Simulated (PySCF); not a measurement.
# Relaxation of singlet TiSCl₂

Method: PBE in PySCF with Ti def2-SVP, S def2-SVP, Cl def2-SVP; no relativity; density-fitted integrals. A (50,194) grid was used.

A start displaced from a saddle point along its imaginary mode, of Cs symmetry, held to at least that symmetry:

```xyz
4
charge 0 multiplicity 1, angstrom
Ti   -0.0083   -0.0144   -0.2500
S    -1.0387   -1.7990    0.1206
Cl    2.1967   -0.1586    0.1162
Cl   -1.2356    1.8232    0.1162
```

Optimiser trace:
```json
{"step": "0", "E − E(last) (kJ/mol)": "3.31", "largest gradient (Eh/bohr)": "0.01427"}
{"step": "1", "E − E(last) (kJ/mol)": "0.48", "largest gradient (Eh/bohr)": "0.00392"}
{"step": "2", "E − E(last) (kJ/mol)": "0.12", "largest gradient (Eh/bohr)": "0.00108"}
{"step": "3", "E − E(last) (kJ/mol)": "0.07", "largest gradient (Eh/bohr)": "0.00059"}
{"step": "4", "E − E(last) (kJ/mol)": "0.01", "largest gradient (Eh/bohr)": "0.00091"}
{"step": "5", "E − E(last) (kJ/mol)": "0.00", "largest gradient (Eh/bohr)": "0.00050"}
{"step": "6", "E − E(last) (kJ/mol)": "0.00", "largest gradient (Eh/bohr)": "0.00010"}
```

It ends at Cs with Ti–Cl 2.204 Å (×2), Ti–S 2.060 Å; Cl–Ti–Cl 120.9°, Cl–Ti–S 113.8° (×2) (after a last refinement on a finer grid). The frequency run here used a shortcut that can spoil soft modes, so no verdict on minimum or saddle point is given. Other isomers or separated fragments may lie lower.

Final geometry:
```xyz
4
charge 0 multiplicity 1, angstrom
Ti   -0.0185   -0.0321   -0.2934
S    -1.0258   -1.7766    0.1352
Cl    2.1417   -0.1250    0.1352
Cl   -1.1790    1.7923    0.1352
```
